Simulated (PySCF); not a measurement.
## Working out the ionisation energy of N²⁺

N²⁺ [He] 2s2 2p1 (2P) → N³⁺ [He] 2s2 (1S). Computed with PySCF 2.14 in aug-cc-pwCVDZ, with the non-relativistic Hamiltonian (point nucleus). Frozen: 1s2. Energies in hartree (1 hartree = 27.21139 eV):

| part | N²⁺ (lower) | N³⁺ (upper) |
| --- | --- | --- |
| UHF | -52.809711 | -51.076815 |
| CCSD correlation | -0.077226 | -0.085876 |
| (T) | -0.000603 | 0.000000 |

What does Hartree-Fock give?

(-51.076815) − (-52.809711) = 1.732896 hartree = 47.155 eV.

What do CCSD and CCSD(T) give?

The CCSD correlation energies differ by -0.008650 hartree = -0.235 eV and the triples by 0.000603 hartree = 0.016 eV, so CCSD gives 46.920 eV and CCSD(T) 46.936 eV.

A first-order spin-orbit estimate adds 0.013 eV to CCSD(T) (valence), giving 46.949 eV against 47.445 eV (semi-empirical (NIST evaluation); NIST Atomic Spectra Database, ionization energies).

A double-zeta basis recovers only part of the correlation energy.

The coupled-cluster amplitudes are large, so a single reference is strained.

What remains against the reference includes basis incompleteness, the frozen core and higher excitations.
